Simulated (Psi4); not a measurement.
C$_{3}$H$_{7}$O, charge +1, singlet, at a GFN2-xTB geometry; Psi4 with QCISD(T)/cc-pVDZ.

Psi4 was given this input:
```
memory 2 GB

molecule mol {
1 1
  O    -0.121965   -0.119431    1.327998
  C    -0.007982   -0.010990    0.068806
  C     0.073735    1.283612   -0.602300
  C     0.048491   -1.253400   -0.695854
  H    -0.322808    2.104262   -0.004943
  H     0.332738   -2.096634   -0.068232
  H    -0.402342    1.262464   -1.581957
  H     1.130510    1.502235   -0.797786
  H     0.692597   -1.168454   -1.569355
  H    -0.955880   -1.466878   -1.079958
  H    -0.184562    0.703124    1.854335
}

set basis cc-pvdz
set reference rhf
set freeze_core true

energy('qcisd(t)')
print_variables()
```

It wrote (shortened):

```
   => Loading Basis Set <=

    Name: CC-PVDZ
    Role: ORBITAL
    Keyword: BASIS

         ---------------------------------------------------------
                                   SCF
               by Justin Turney, Rob Parrish, Andy Simmonett
                          and Daniel G. A. Smith
                              RHF Reference
         ---------------------------------------------------------

  ==> Geometry <==

    Molecular point group: c1
    Full point group: C1

    Geometry (in Angstrom), charge = 1, multiplicity = 1:

       Center              X                  Y                   Z               Mass
    ------------   -----------------  -----------------  -----------------  -----------------
         O           -0.117098462627    -0.105325393487     1.273540004666    15.994914619570
         C           -0.003115462627     0.003115606513     0.014348004666    12.000000000000
         C            0.078601537373     1.297717606513    -0.656757995334    12.000000000000
         C            0.053357537373    -1.239294393487    -0.750311995334    12.000000000000
         H           -0.317941462627     2.118367606513    -0.059400995334     1.007825032230
         H            0.337604537373    -2.082528393487    -0.122689995334     1.007825032230
         H           -0.397475462627     1.276569606513    -1.636414995334     1.007825032230
         H            1.135376537373     1.516340606513    -0.852243995334     1.007825032230
         H            0.697463537373    -1.154348393487    -1.623812995334     1.007825032230
         H           -0.951013462627    -1.452772393487    -1.134415995334     1.007825032230
         H           -0.179695462627     0.717229606513     1.799877004666     1.007825032230

  Running in c1 symmetry.

  Rotational constants: A =      0.32447  B =      0.28710  C =      0.16115 [cm^-1]
  Rotational constants: A =   9727.39259  B =   8606.99139  C =   4831.10227 [MHz]
  Nuclear repulsion =  129.223814279310773

  Charge       = 1
  Multiplicity = 1
  Electrons    = 32
  Nalpha       = 16
  Nbeta        = 16

  ==> Algorithm <==

  SCF Algorithm Type is PK.
  DIIS enabled.
  MOM disabled.
  Fractional occupation disabled.
  Guess Type is SAD.
  Energy threshold   = 1.00e-08
  Density threshold  = 1.00e-08
  Integral threshold = 1.00e-12

  ==> Primary Basis <==

  Basis Set: CC-PVDZ
    Blend: CC-PVDZ
    Number of shells: 45
    Number of basis functions: 91
    Number of Cartesian functions: 95
    Spherical Harmonics?: true
    Max angular momentum: 2

  ==> Integral Setup <==

  Using in-core PK algorithm.
   Calculation information:
      Number of atoms:                  11
      Number of AO shells:              45
      Number of primitives:            123
      Number of atomic orbitals:        95
      Number of basis functions:        91

      Integral cutoff                 1.00e-12
      Number of threads:                 1

  Performing in-core PK
  Using 17526782 doubles for integral storage.
  We computed 534354 shell quartets total.
  Whereas there are 536130 unique shell quartets.

  ==> DiskJK: Disk-Based J/K Matrices <==

    J tasked:                  Yes
    K tasked:                  Yes
    wK tasked:                  No
    Schwarz Cutoff:          1E-12

  Minimum eigenvalue in the overlap matrix is 3.4725414850E-03.
  Reciprocal condition number of the overlap matrix is 6.2255565767E-04.
    Using symmetric orthogonalization.

  ==> Pre-Iterations <==

  SCF Guess: Superposition of Atomic Densities via on-the-fly atomic UHF (no occupation information).

   -------------------------
    Irrep   Nso     Nmo
   -------------------------
     A         91      91
   -------------------------
    Total      91      91
   -------------------------

  ==> Iterations <==

                        Total Energy        Delta E     RMS |[F,P]|

   @RHF iter SAD:  -192.02673304350009   -1.92027e+02   0.00000e+00
[...]
  @RHF Final Energy:  -192.30796168901162
    Total Energy =                       -192.3079616890116199
[...]
      0   0 1   -0.6305423902   -0.6305423902    0.0218194414        1
      1   1 1   -0.6322576585   -0.0017152683    0.0123282894        1
      2   2 1   -0.6342343120   -0.0019766534    0.0059486698        2
      3   3 1   -0.6350074890   -0.0007731771    0.0036733414        1
      4   4 1   -0.6348309994    0.0001764897    0.0008851521        1
      5   5 1   -0.6348292451    0.0000017543    0.0002760870        1
      6   6 1   -0.6348426684   -0.0000134234    0.0001186296        1
      7   7 1   -0.6348419764    0.0000006920    0.0000321408        1
      8   8 1   -0.6348415647    0.0000004117    0.0000096658        1
      9   8 2   -0.6348415886   -0.0000000239    0.0000023651        1
     10   8 3   -0.6348416915   -0.0000001029    0.0000008533        1
     11   8 4   -0.6348417199   -0.0000000284    0.0000002723        1
     12   8 5   -0.6348417132    0.0000000068    0.0000001140        1
     13   8 6   -0.6348417106    0.0000000026    0.0000000508        1

  QCISD iterations converged!

        T1 diagnostic:                         0.015724609845
        D1 diagnostic:                         0.069844149250

        OS MP2 correlation energy:            -0.446142748049
        SS MP2 correlation energy:            -0.141483525693
        MP2 correlation energy:               -0.587626273742
      * MP2 total energy:                   -192.895587962753

        OS MP2.5 correlation energy:          -0.467720260043
        SS MP2.5 correlation energy:          -0.138041275381
        MP2.5 correlation energy:             -0.605761535424
      * MP2.5 total energy:                 -192.913723224436

        OS MP3 correlation energy:            -0.489297772037
        SS MP3 correlation energy:            -0.134599025070
        MP3 correlation energy:               -0.623896797107
      * MP3 total energy:                   -192.931858486118

        OS MP4(SDQ) correlation energy:       -0.500129428984
        SS MP4(SDQ) correlation energy:       -0.126605829375
        MP4(SDQ) correlation energy:          -0.633076091763
      * MP4(SDQ) total energy:              -192.941037780775

        OS QCISD correlation energy:          -0.503288853057
        SS QCISD correlation energy:          -0.131552857526
        QCISD correlation energy:             -0.634841710583
      * QCISD total energy:                 -192.942803399595

  Total time for QCISD iterations:      11.95 s (user)
                                         2.91 s (system)
                                           15 s (total)

  Time per iteration:                    0.85 s (user)
                                         0.21 s (system)
                                         1.15 s (total)

        ==> Resort (ov|vv) integrals for low-memory (T) computation <==

        *******************************************************
        *                                                     *
        *                     QCISD(T)                        *
        *                                                     *
        *******************************************************

        Using low-memory algorithm.

        num_threads:                      1
        memory requirements:       13.42 mb

        Number of abc combinations: 73150

        Computing (T) correction...

        % complete  total time
              10.0
              20.0
              30.0
              40.0
              50.0
              60.0
              70.0
              80.0
              90.0

        (T) energy                             -0.017418434246

        QCISD(T) correlation energy            -0.652260144828
      * QCISD(T) total energy                -192.960221833840

  Variable Map:
  ----------------------------------------------------------------------------
[...]
  Array Variable Map:
  ----------------------------------------------------------------------------
[...]
[...]
```
